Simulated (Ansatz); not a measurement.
Reaction (substitution at a C–S bond): `BC(=C)SC` + `O[SiH](O)[SiH3]` → `CO[SiH](O)[SiH3]` + `BC(=C)S`

Isolated molecules relaxed with PBE0-D4/def2-TZVP in Ansatz; ΔE leaves out vibrations. CCSD(T)/CBS adds triple-zeta CCSD(T) − MP2 to the extrapolated MP2 energy (def2 sets, frozen cores). This one scheme is used for every species. Functionals use def2-TZVPP. Each species was taken in one conformer, which may not be the lowest.

**Question.** Is it downhill or uphill in electronic energy at CCSD(T)/CBS, and by how much? (An estimate is asked.)

**Answer.** The calculation gave: Uphill: ΔE = +11.4 kcal/mol.

**Question.** What do these levels give: PBE, r2SCAN, SCS-MP2/def2-TZVPP, CCSD/def2-TZVPP, CCSD(T)/def2-TZVPP, SCS-MP2/def2-QZVPP? (Best estimate.)

**Answer.** Ansatz gave: PBE 11.1, r2SCAN 11.1, SCS-MP2/def2-TZVPP 10.7, CCSD/def2-TZVPP 9.9, CCSD(T)/def2-TZVPP 10.4, SCS-MP2/def2-QZVPP 11.3 kcal/mol.

Largest T1 diagnostic among the species: 0.013.

In def2-TZVPP, CCSD(T) changes the Hartree–Fock value by +3.1 kcal/mol (the triples alone add +0.6 kcal/mol) and MP2 by +4.9 kcal/mol.
